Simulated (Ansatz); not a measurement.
Species: RbF (charge 0, singlet). SMILES: [Rb][F]
Geometry from a B3LYP-D3(BJ)/def2-TZVP (Ansatz, a program for electronic structure) optimisation:
```xyz
2

Rb     0.0000     0.0000    -0.4608
F      0.0000     0.0000     1.8945
```
Charge 0, spin multiplicity 1.

Wanted: atomisation energy, in kcal/mol. Set-up: no spin-orbit coupling; UHF or UKS for open shells; LANL2DZ with its own core potentials from Na on; atomisation electronic, to ground-state atoms; six Cartesian d functions in 6-31G* and its kin unless marked 5d; STO-3G and 3-21G all-electron and non-relativistic. Ab initio and DFT rows: single points at B3LYP-D3(BJ) geometries (Ansatz).

```
level                           program  atomisation energy (kcal/mol)
------------------------------  -------  -----------------------------
HF/STO-3G                        Ansatz                           11.5
HF/3-21G                         Ansatz                           15.1
HF/LANL2DZ                       Ansatz                           50.1
HF/6-31G* with LANL2DZ past Ar   Ansatz                           36.9
```

No value to compare with is used here. The 4 habitual levels span 11.5 (HF/STO-3G) to 50.1 kcal/mol (HF/LANL2DZ).

The sets are all those run for this method; runs whose electronic state is in doubt are left out.
